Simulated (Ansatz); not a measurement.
Reactions of CH6ClGeN (`C[NH][GeH2][Cl]`).

Calculated with Ansatz (gas phase, PBE0-D4/def2-TZVP geometries, no zero-point term in ΔE). CBS: MP2 limit from def2 TZ/QZ plus the TZ coupled-cluster correction, frozen cores. This one scheme is used for every species. Functionals use def2-TZVPP. Triplets are unrestricted, without spin–orbit coupling. For Br, Ge outer-core shells are correlated without core-valence functions, which leaves a few kJ/mol of doubt a bond. Scalar relativity is left out up to krypton. One conformer a species, not always the lowest.

| reaction | CCSD(T)/CBS(def2) (eV) |
| --- | --- |
| `C[NH][GeH2][Cl]` → `[CH2]` (triplet) + `[NH2][GeH2][Cl]` | 4.12 |
| `C[NH][GeH2][Cl]` → `[Cl][GeH]` + CH₃NH₂ | 1.39 |
| `C[NH][GeH2][Cl]` + H₂O → `C[NH][GeH2][OH]` + HCl | ? |
| `C[NH][GeH2][Cl]` → `[NH2][GeH2][CH2]Cl` | 0.92 |
| `C[NH][GeH2][Cl]` + CH₃NH₂ → `C[NH][GeH2][NH]C` + HCl | 0.77 |
| `C[NH][GeH2][Cl]` + HCl → `[Cl][GeH2][Cl]` + CH₃NH₂ | -0.50 |
| `C[NH][GeH2][Cl]` + SiH₄ → `C[NH][GeH2][SiH3]` + HCl | 0.82 |
| `C[NH][GeH2][Cl]` + `F[Si](F)(S)Cl` → `F[Si](F)(Cl)[S][GeH2][Cl]` + CH₃NH₂ | ? |
| `C[NH][GeH2][Cl]` + CH₄ → `C[NH][GeH2][CH3]` + HCl | ? |
| `C[NH][GeH2][Cl]` + HBr → `[Cl][GeH2][Br]` + CH₃NH₂ | -0.59 |

Task: Fill in the missing values. (Estimate.)

Result: The calculation gave: `C[NH][GeH2][Cl]` + H₂O → `C[NH][GeH2][OH]` + HCl: +0.55 eV; `C[NH][GeH2][Cl]` + `F[Si](F)(S)Cl` → `F[Si](F)(Cl)[S][GeH2][Cl]` + CH₃NH₂: -0.33 eV; `C[NH][GeH2][Cl]` + CH₄ → `C[NH][GeH2][CH3]` + HCl: +1.10 eV.

Largest T1 diagnostic: 0.013, for `[Cl][GeH]`.
